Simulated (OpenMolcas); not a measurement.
## Ionisation energies of sulfur

| Item | Value |
| --- | --- |
| Program | OpenMolcas 26.06 |
| Basis | ANO-L-VTZP [5s4p2d1f] |
| Scalar Hamiltonian | non-relativistic, point nucleus |
| Spin-orbit coupling | RASSI with atomic mean-field integrals over the reference wave functions, term energies averaged over their components |

Active shells in each charge state: the valence s, p shells, with orbitals averaged over the low states. Where CASPT2's correlated closed shells are named, they are those of the first ion.

A. CASSCF
B. SS-CASPT2, IPEA 0.25 Eh, imaginary shift 0.1 Eh (closed shells correlated: 2s 2p)
C. SS-CASPT2, IPEA 0 Eh, imaginary shift 0.1 Eh (closed shells correlated: 2s 2p)

Energies in eV between the lowest computed levels (charge -1 gives the electron affinity), named as in B; reference values from the NIST Atomic Spectra Database with their kind.

| From | To | A | B | C | Spin-orbit share in B | Reference |
| --- | --- | --- | --- | --- | --- | --- |
| S- 3s² 3p⁵ ²P°_3/2 | S 3s² 3p⁴ ³P₂ | 0.908 | 1.856 | 1.749 | -0.004 |  |
| S 3s² 3p⁴ ³P₂ | S+ 3s² 3p³ ⁴S°_3/2 | 9.051 | 9.988 | 9.910 | +0.022 | 10.360 (measured) |
| S+ 3s² 3p³ ⁴S°_3/2 | S2+ 3s² 3p² ³P₀ | 22.428 | 23.190 | 23.301 | -0.063 | 23.338 (measured) |
| S2+ 3s² 3p² ³P₀ | S3+ 3s² 3p ²P°_1/2 | 33.715 | 34.494 | 34.608 | -0.008 | 34.860 (semi-empirical) |
| S3+ 3s² 3p ²P°_1/2 | S4+ 3s² ¹S₀ | 45.992 | 46.845 | 46.958 | +0.071 | 47.222 (semi-empirical) |
| S4+ 3s² ¹S₀ | S5+ 3s ²S_1/2 | 72.000 | 72.085 | 72.086 | +0.000 | 72.594 (measured) |
| S5+ 3s ²S_1/2 | S6+ 2p⁶ ¹S₀ | 87.360 | 87.403 | 87.404 | +0.000 | 88.053 (measured) |

Error against the reference values, in %:

```tsv
From	Reference	A	B	C
S	measured	-12.6	-3.6	-4.3
S+	measured	-3.9	-0.6	-0.2
S2+	semi-empirical	-3.3	-1.0	-0.7
S3+	semi-empirical	-2.6	-0.8	-0.6
S4+	measured	-0.8	-0.7	-0.7
S5+	measured	-0.8	-0.7	-0.7
```

Mean absolute error over the 4 measured values: A 0.88 eV, B 0.42 eV, C 0.41 eV.

No diffuse functions were added, so the electron affinity comes out too small, and without dynamic correlation a bound anion can come out unbound.

° marks odd parity.
